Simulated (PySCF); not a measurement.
Löwdin shares of the frontier orbitals

Species: C7H10AlN.
SMILES with atom numbers: `[CH2:1]=[CH:2][c:3]1[cH:4][cH:5][cH:6][n+:7]([AlH3-:8])[cH:9]1` (hydrogens: H10, H11 on C1; H12 on C2; H13 on C4; H14 on C5; H15 on C6; H16, H17, H18 on Al8; H19 on C9)

Cartesian coordinates in Å at the PBE0-D3(BJ)/def2-SVP level; atoms count from 1:
```xyz
19
C7H10AlN angstrom
C      3.3450   -1.0539    0.0245
C      2.0298   -1.2622    0.1482
C      0.9691   -0.2613   -0.0011
C      1.1962    1.0908   -0.2963
C      0.1215    1.9621   -0.4193
C     -1.1671    1.4721   -0.2463
N     -1.3936    0.1846    0.0363
Al    -3.3234   -0.4729    0.3017
C     -0.3643   -0.6575    0.1551
H      4.0535   -1.8741    0.1568
H      3.7693   -0.0739   -0.2108
H      1.6783   -2.2723    0.3838
H      2.2145    1.4620   -0.4299
H      0.2749    3.0175   -0.6494
H     -2.0482    2.1132   -0.3341
H     -3.0167   -2.0356    0.5392
H     -3.9788   -0.0384   -1.1013
H     -3.7640    0.4017    1.5775
H     -0.6261   -1.6945    0.3859
```

Method used: TDDFT B3LYP/def2-SVPD, vertical, gas phase, core orbitals frozen in the response (PySCF).

Kohn–Sham orbitals with the atoms that hold most of them (Löwdin shares over 4%, at most four atoms; ? is withheld):

```json
{"orbital": "HOMO-3", "ε (eV)": "-8.80", "atoms": "Al8 28%, N7 23%, H16 12%, H17 11%"}
{"orbital": "HOMO-2", "ε (eV)": "-7.58", "atoms": "C1 25%, C2 19%, C3 12%, C9 11%"}
{"orbital": "HOMO-1", "ε (eV)": "-7.03", "atoms": "?"}
{"orbital": "HOMO", "ε (eV)": "-6.86", "atoms": "Al8 36%, H18 29%, H17 26%"}
{"orbital": "LUMO", "ε (eV)": "?", "atoms": "?"}
{"orbital": "LUMO+1", "ε (eV)": "-1.96", "atoms": "C9 26%, C5 16%, N7 13%, C3 10%"}
{"orbital": "LUMO+2", "ε (eV)": "-0.16", "atoms": "C2 24%, C1 18%, C6 11%, C5 10%"}
```

Question: Give the leading atoms of the HOMO-1.

Answer: Al8 (bonded to N and 3 H) 37%; H16 (bonded to Al) 36%; H17 (bonded to Al) 12%; H18 (bonded to Al) 9%. By element: hydrogen 57% or more, aluminium 37%.

Question: Give the leading atoms of the LUMO.

Answer: C4 (bonded to 2 C and H) 19%; C6 (bonded to C, N and H) 16%; N7 (bonded to Al and 2 C) 13%; C3 (bonded to 3 C) 12%. By element: carbon 47% or more, nitrogen 13%.

Question: What is the LUMO energy, and the HOMO–LUMO gap?

Answer: ε(LUMO) = -2.65 eV; the gap is 4.21 eV (0.1547 hartree).

Question: The HOMO–LUMO gap is 4.21 eV. Where does the response calculation put the lowest singlet, and from which orbitals?

Answer: S1 is at 3.59 eV (f = 0.016), 0.62 eV below the gap, made of HOMO→LUMO (99%). 

Question: Give energy, strength and leading configuration of S1, S2, S3, S4 and S5, and follow the Löwdin shares of the leading atoms from the occupied to the empty orbital.

Answer: 
- S1 (3.59 eV, f 0.016), HOMO→LUMO (99%): Al8 36% → at most 12%, H18 29% → at most 12%, C4 at most 4% → 19%, C6 at most 4% → 16%
- S2 (3.71 eV, f 0.0011), HOMO-1→LUMO (99%): Al8 37% → at most 12%, H16 36% → at most 12%, C4 at most 7% → 19%, C6 at most 7% → 16%
- S3 (4.21 eV, f 0.022), HOMO→LUMO+1 (93%): Al8 36% → at most 11%, H18 29% → at most 11%, C9 at most 4% → 26%, C5 at most 4% → 16%
- S4 (4.33 eV, f 0.0001), HOMO-1→LUMO+1 (99%): Al8 37% → at most 11%, H16 36% → at most 11%, C9 at most 7% → 26%, C5 at most 7% → 16%
- S5 (4.50 eV, f 0.169), HOMO-2→LUMO (78%): C1 25% → at most 12%, C2 19% → at most 12%, C4 at most 11% → 19%, C6 at most 11% → 16%

Löwdin shares depend on the basis, the more so with diffuse functions.

One conformer stands for the species.
